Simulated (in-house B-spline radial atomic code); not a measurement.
## Ionising Tc⁶⁺ with different functionals

Computed with an all-electron radial atomic-structure program (B-spline basis): four-component Dirac-Coulomb Hamiltonian, Fermi nucleus of rms radius 4.41117 fm, spin-restricted, spherical fractional occupations for the functionals, and exact exchange of hybrids averaged over the configuration. The ionisation energy is the difference of two self-consistent energies, [Kr] 4d1 → [Ar] 3d10 4s2 4p6, without Breit or QED terms; ε is the level of the shell that loses the electron (mean over j). The electron is taken from both j subshells in proportion to 2j + 1, so the result is a j average, not the step between ground levels.

| method | rung | ΔSCF (eV) | -ε(4d) (eV) |
| --- | --- | --- | --- |
| PBE0 | global hybrid | ? | ? |
| LC-wPBE | range-separated hybrid | 88.74 | 85.46 |
| HSE06 | range-separated hybrid | 88.68 | 82.10 |
| wB97X | range-separated hybrid | ? | ? |

Question: What does wB97X give?

Answer: ΔSCF 88.46 eV, and -ε(4d) = 84.98 eV.

Question: What does PBE0 give?

Answer: ΔSCF 88.73 eV, and -ε(4d) = 82.56 eV.

Question: Among the functionals, which spreads more, the ΔSCF values or the orbital energies?

Answer: The orbital energies: ΔSCF values span about 0.28 eV and the orbital energies 3.35 eV; here energy differences depend much less on the functional than eigenvalues do.

Question: How do they compare with the NIST value?

Answer: NIST lists 88 eV ± 2 (tabulated theory, ground level to ground level). Errors run from +0.46 to +0.74 eV; all lie within about twice that uncertainty, so the table can't rank the methods.
